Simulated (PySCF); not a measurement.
The numbers are results of PySCF with r2SCAN-D4/def2-TZVP // r2SCAN-D4/def2-SVP, not measurements. All species are isolated molecules in the gas phase. One relaxed conformer stands for a flexible species; it need not be the lowest. Excitations are Tamm–Dancoff values on a coarser integration grid. The basis has no diffuse functions, so Rydberg states are missing or too high.

Reference species (SMILES): `Bc1cc2sccc2cc1C#N` (neutral, multiplicity 1).

- LUMO = -3.29 eV
- brightest of the four lowest singlets (TDA) = 4.62 eV
- S1–T1 gap (TDA) = 0.81 eV
- S1 excitation (TDA) = 3.59 eV

After one change: the LUMO falls by 0.11 eV; the brightest of the four lowest singlets (TDA) increases by 0.06 eV; the S1–T1 gap (TDA) drops by 0.04 eV; the S1 excitation (TDA) drops by 0.24 eV.

Problem. What was changed between the two runs? The new species is one of these.
A. `Bc1cc(C#N)cc2ccsc12`
B. `Bc1cc2cccc(C#N)c2s1`
C. `Bc1ccc(C#N)c2ccsc12`
D. `Bc1cc(C#N)c2ccsc2c1`

Solution. A, `Bc1cc(C#N)cc2ccsc12`
